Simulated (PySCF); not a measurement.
SMILES [Cl][Ge]([Cl])([CH2]C)[Br] (PBE0/def2-SVP optimised geometry):

```
11

C      1.100     0.257     1.188
C      0.498    -0.478     0.000
Ge    -1.443    -0.478     0.000
Cl    -2.199     1.538     0.000
Cl    -2.219    -1.455    -1.750
Br    -2.289    -1.546     1.850
H      0.788     1.312     1.209
H      0.798    -0.201     2.142
H      2.199     0.234     1.139
H      0.797    -1.538    -0.029
H      0.794    -0.029    -0.962
```

Method: PBE0/def2-TZVP run with PySCF.

Problem. What are the frontier orbital energies and the dipole moment?

Solution. HOMO-2 -8.95 eV, HOMO-1 -8.70 eV, HOMO -8.67 eV, LUMO -1.41 eV, LUMO+1 0.28 eV; dipole moment 2.90 D.

On the same geometry PBE/def2-TZVP (PySCF 2.14.0) gives HOMO-2 -7.62 eV, HOMO-1 -7.40 eV, HOMO -7.35 eV, LUMO -2.35 eV, LUMO+1 -0.60 eV; dipole moment 2.84 D.

Meta-Löwdin charges at PBE0/def2-TZVP: C1 -0.34, C2 -0.40, Ge3 0.89, Cl4 -0.29, Cl5 -0.28, Br6 -0.24, H7 0.12, H8 0.12, H9 0.13, H10 0.14, H11 0.14.
